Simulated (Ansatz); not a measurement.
`[CH3][In]([Cl])[I]` + `[F][GeH3]` → `[Cl][InH][I]` + `[CH3][GeH2][F]`  (redistribution)

Gas-phase electronic energies from Ansatz, PBE0-D4/def2-TZVP geometries. CBS: MP2 limit from def2 TZ/QZ plus the TZ coupled-cluster correction, frozen cores. DFT in def2-TZVPP. B3LYP here is the variant with VWN-RPA as its local correlation; programs differ in this. HSE06 is defined as in plane-wave codes. def2 core potentials past Kr. For Ge, I, In outer-core shells are correlated without core-valence functions, which leaves a few kJ/mol of doubt a bond. Scalar relativity is left out up to krypton.

`[CH3][In]([Cl])[I]`:

Cartesian coordinates in Å:
```
C 0.240 -1.070 -0.369
In -0.193 0.888 0.353
Cl -0.046 1.402 2.621
I -0.932 2.964 -1.119
H -0.641 -1.462 -0.877
H 1.065 -1.010 -1.079
H 0.508 -1.711 0.469
```

`[F][GeH3]`:

Z-matrix (Å, degrees):
```
Ge
F 1 1.742
H 1 1.533 2 106.2
H 1 1.533 2 106.3 3 120.0
H 1 1.533 2 106.2 3 -120.0
```

`[Cl][InH][I]`:

Cartesian coordinates in Å:
```
Cl -2.074 0.777 -0.275
In -0.023 -0.252 0.069
I 2.029 1.361 -0.322
H 0.068 -1.886 0.528
```

`[CH3][GeH2][F]`:

```xyz
8

C     0.390   -0.966    0.075
Ge   -0.234    0.863   -0.052
F    -1.966    0.779   -0.276
H     1.472   -0.987    0.213
H     0.141   -1.508   -0.838
H    -0.083   -1.463    0.922
H     0.305    1.610   -1.283
H    -0.025    1.672    1.239
```

| level | ΔE (kcal/mol) | difference from CCSD(T)/CBS |
| --- | --- | --- |
| PBE-D4 | -1.1 | -0.1 |
| revPBE-D4 | -1.3 | -0.3 |
| BLYP-D4 | -0.6 | 0.4 |
| r2SCAN-D4 | -1.6 | -0.6 |
| B97M-V | -2.9 | -1.9 |
| PBE0-D4 | -1.6 | -0.6 |
| B3LYP-D4 | -1.0 | 0.0 |
| r2SCANh-D4 | -1.8 | -0.8 |
| r2SCAN0-D4 | -2.0 | -1.0 |
| HSE06-D4 | -1.6 | -0.6 |
| BHLYP-D4 | -1.6 | -0.6 |
| ωB97X-V | -1.9 | -0.9 |
| ωB97M-V | -1.8 | -0.8 |
| B2PLYP | -0.8 | 0.2 |
| PBE-QIDH | -1.4 | -0.4 |
| PBE | -1.2 | -0.2 |
| revPBE | -0.9 | 0.1 |
| BLYP | -0.5 | 0.5 |
| r2SCAN | -1.7 | -0.7 |
| PBE0 | -1.8 | -0.8 |
| B3LYP | -1.1 | -0.1 |
| r2SCAN0 | -2.1 | -1.1 |
| HSE06 | -1.7 | -0.7 |
| BHLYP | -1.9 | -0.9 |
| CAM-B3LYP | -1.9 | -0.9 |
| LC-ωPBE | -2.4 | -1.4 |
| RPA@PBE/def2-TZVPP | -0.7 | 0.3 |
| HF/def2-SVP | -2.5 | -1.5 |
| MP2/def2-SVP | -0.6 | 0.4 |
| CCSD/def2-SVP | -1.1 | -0.1 |
| CCSD(T)/def2-SVP | -0.9 | 0.1 |
| MP2/def2-TZVPP | 0.1 | 1.1 |
| CCSD/def2-TZVPP | -1.3 | -0.3 |
| CCSD(T)/def2-TZVPP | -0.9 | 0.1 |
| HF/def2-QZVPP | -2.4 | -1.4 |
| MP2/def2-QZVPP | 0.2 | 1.2 |
| SCS-MP2/def2-QZVPP | -0.2 | 0.8 |
| HF/CBS(def2) | -2.4 | -1.4 |
| MP2/CBS(def2) | 0.1 | 1.1 |
| CCSD/CBS(def2) | -1.3 | -0.3 |
| CCSD(T)/CBS | -1.0 | 0 |

Largest T1 diagnostic among the species: 0.012.

From BLYP to BHLYP (50 % exact exchange), in def2-TZVPP and without D4, ΔE moves by −1.3 kcal/mol. Leaving LDA and LC-ωPBE aside and taking each functional with its dispersion term where it has one, the values spread over 2.3 kcal/mol, from B97M-V to BLYP-D4. LDA lies −1.1 kcal/mol from PBE without D4. In def2-TZVPP, CCSD(T) changes the Hartree–Fock value by +1.7 kcal/mol (the triples alone add +0.4 kcal/mol) and MP2 by +2.7 kcal/mol.
